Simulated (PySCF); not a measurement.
A structure optimised at TPSSh-D3(BJ)/def2-SVP, used in a PySCF frequency run:

```
C
O 1 1.2296
N 1 1.3805 2 120.30
C 3 1.4337 1 118.49 2 -35.67
H 4 1.1031 3 113.19 1 1.60
H 4 1.1034 5 110.16 3 -123.36
H 4 1.1071 5 109.78 6 -116.28
C 1 1.5087 2 123.81 3 172.95
H 8 1.0973 1 109.62 2 17.46
H 8 1.1009 9 110.53 1 -122.34
H 8 1.1016 9 109.34 10 -117.94
```
Charge 0, spin multiplicity 2.

Write its SMILES and formula.

C[N]C(C)=O, C₃H₆NO

What are its rotational constants (standard atomic weights)?

10.053, 3.9683, 3.0154 GHz
